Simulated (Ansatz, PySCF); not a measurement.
Bond stretch in LiNa, singlet.

Levels of theory: RKS-PBE = restricted PBE/cc-pVTZ run with Ansatz (a first-principles code); UKS-PBE = unrestricted PBE/cc-pVTZ (Ansatz); RKS-wB97X-V = restricted wB97X-V/cc-pVTZ (PySCF 2.14.0); UCCSD(T) = CCSD(T) on UHF/cc-pVTZ, 1 core orbital frozen in PySCF.

Energies relative to the lowest point of each curve near equilibrium, in mEh; the last columns give the difference from UCCSD(T):

```tsv
R / Å	RKS-PBE	UKS-PBE	RKS-wB97X-V	UCCSD(T)	RKS-PBE − UCCSD(T)	UKS-PBE − UCCSD(T)	RKS-wB97X-V − UCCSD(T)
2.33	11.3	11.3	11.6	10.1	1.1	1.1	1.4
2.49	5.4	5.4	5.4	4.7	0.6	0.6	0.6
2.64	2.0	2.0	1.9	1.7	0.3	0.3	0.2
2.75	0.7	0.7	0.5	0.5	0.2	0.2	0.0
2.82	0.2	0.2	0.1	0.1	0.1	0.1	0.0
2.93	0.0	0.0	0.0	0.0	0.0	0.0	0.0
3.01	0.2	0.2	0.3	0.2	-0.1	-0.1	0.1
3.08	0.5	0.5	0.8	0.7	-0.1	-0.1	0.1
3.25	2.0	2.0	2.7	2.2	-0.2	-0.2	0.4
3.37	3.4	3.4	4.5	3.8	-0.3	-0.3	0.7
3.61	6.9	6.9	8.9	7.4	-0.5	-0.5	1.5
3.91	11.7	11.5	15.2	12.4	-0.7	-0.8	2.9
4.39	19.5	18.2	26.1	19.8	-0.3	-1.6	6.3
4.87	26.5	23.0	36.6	25.4	1.0	-2.4	11.1
5.33	32.0	26.1	45.7	29.1	2.9	-3.0	16.7
5.86	37.0	28.0	55.0	31.2	5.7	-3.2	23.8
6.39	40.6	28.9	62.9	32.2	8.4	-3.2	30.7
7.17	44.2	29.4	72.2	32.7	11.4	-3.3	39.5
7.92	46.1	29.5	79.1	32.9	13.2	-3.4	46.1
8.84	47.3	29.5	85.2	33.0	14.3	-3.5	52.2
```

RKS-PBE is furthest from UCCSD(T) at 8.84 (14.3 mEh, above); its mean absolute difference over the points is 3.1 mEh.

UKS-PBE is furthest from UCCSD(T) at 8.84 (-3.5 mEh, below); its mean absolute difference over the points is 1.4 mEh.

RKS-wB97X-V is furthest from UCCSD(T) at 8.84 (52.2 mEh, above); its mean absolute difference over the points is 11.7 mEh.

The restricted form behind RKS-PBE, RKS-wB97X-V keeps the bonding electrons paired and can't separate into open-shell fragments. The unrestricted determinant behind UKS-PBE is spin-contaminated at 3.91 to 8.84 Å (<S²> up to 1.0, against 0.00 for a pure singlet). The unrestricted determinant behind UCCSD(T) is spin-contaminated at 2.33 to 8.84 Å (<S²> up to 1.0, against 0.00 for a pure singlet).
